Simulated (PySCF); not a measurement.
First SCF of a structure search on singlet HHf(OH), at a hand-made bent (heavy-atom frame) geometry. PySCF input:

```python
from pyscf import gto, scf, dft
mol = gto.M(atom='''
Hf     0.000000     0.000000     0.000000
H      1.507200     0.000000     1.055400
O     -1.761200     0.000000     1.233200
H     -2.266700     0.735400     1.587100''',
    basis={'Hf': 'def2-TZVP', 'H': 'def2-TZVP', 'O': 'def2-TZVP'},
    ecp={'Hf': 'def2-TZVP'},
    charge=0, spin=0)
mf = dft.RKS(mol, xc='PBE0')
mf.grids.atom_grid = (50, 194)
aux = {'Hf': 'def2-universal-JKFIT', 'H': 'def2-universal-JKFIT', 'O': 'def2-universal-JKFIT'}
mf = mf.density_fit(auxbasis=aux)
mf.conv_tol = 1e-08
mf.diis_space = 10
mf.max_cycle = 60
mf.init_guess = 'minao'
mf.verbose = 4
mf.kernel()
```

Excerpt of the output (cycles and frontier levels):

```
init E= -106.236085741514
  HOMO = -0.313365127228089  LUMO = -0.285658194347904  gap/eV = 0.75394
cycle= 1 E= -124.154444756323  delta_E= -17.9  |g|= 0.861  |ddm|= 4.95
  HOMO = -0.104689736243718  LUMO = -0.0503706221043822  gap/eV = 1.47810
cycle= 2 E= -123.363251417549  delta_E= 0.791  |g|= 2.09  |ddm|=  1.9
  HOMO = -0.145114879628725  LUMO = -0.0365224294000238  gap/eV = 2.95495
cycle= 3 E= -124.28227466131  delta_E= -0.919  |g|= 0.274  |ddm|= 1.14
  HOMO = -0.19874287092383  LUMO = -0.10269847480612  gap/eV = 2.61350
cycle= 4 E= -124.304571471788  delta_E= -0.0223  |g|= 0.0966  |ddm|= 0.612
  HOMO = -0.18962774964249  LUMO = -0.0868026396992885  gap/eV = 2.79801
cycle= 5 E= -124.307263984062  delta_E= -0.00269  |g|= 0.0226  |ddm|= 0.165
  HOMO = -0.189127668394413  LUMO = -0.0863015890102197  gap/eV = 2.79804
cycle= 6 E= -124.307392151777  delta_E= -0.000128  |g|= 0.00501  |ddm|= 0.0195
  HOMO = -0.189270886100356  LUMO = -0.0864271385603837  gap/eV = 2.79852
cycle= 7 E= -124.307398626606  delta_E= -6.47e-06  |g|= 0.00129  |ddm|= 0.00676
  HOMO = -0.189284456167382  LUMO = -0.0864158306072069  gap/eV = 2.79920
cycle= 8 E= -124.307399160773  delta_E= -5.34e-07  |g|= 0.00059  |ddm|= 0.00265
  HOMO = -0.189311619890081  LUMO = -0.0864491232903003  gap/eV = 2.79903
cycle= 9 E= -124.307399300711  delta_E= -1.4e-07  |g|= 0.000193  |ddm|= 0.00114
  HOMO = -0.189325277418821  LUMO = -0.0864675139085805  gap/eV = 2.79890
cycle= 10 E= -124.307399338196  delta_E= -3.75e-08  |g|= 5.43e-05  |ddm|= 0.000693
  HOMO = -0.189321671021961  LUMO = -0.0864620928494795  gap/eV = 2.79895
cycle= 11 E= -124.307399350323  delta_E= -1.21e-08  |g|= 2.58e-05  |ddm|= 0.000499
  HOMO = -0.189323275443634  LUMO = -0.0864636530676962  gap/eV = 2.79895
cycle= 12 E= -124.30739935193  delta_E= -1.61e-09  |g|= 1.29e-05  |ddm|= 0.000168
  HOMO = -0.189321039671967  LUMO = -0.0864607182574292  gap/eV = 2.79897
Extra cycle  E= -124.307399352177  delta_E= -2.47e-10  |g|= 1.14e-05  |ddm|= 5.68e-05
converged SCF energy = -124.307399352177
```

No lower solution of this spin was found from smeared starts or by a stability analysis within the restricted form, which does not test spin polarisation.

At the minimum of this search the closed-shell solution is unstable towards spin polarisation, so a lower open-shell solution exists. Spin–orbit coupling, left out here, can matter for elements this heavy.

The search for the lowest solution, 3 starts and the stability check together, took 5 s on 2 threads of a shared Arm Neoverse V2 host, with 83 basis functions; the process peaked at 0.41 GiB.
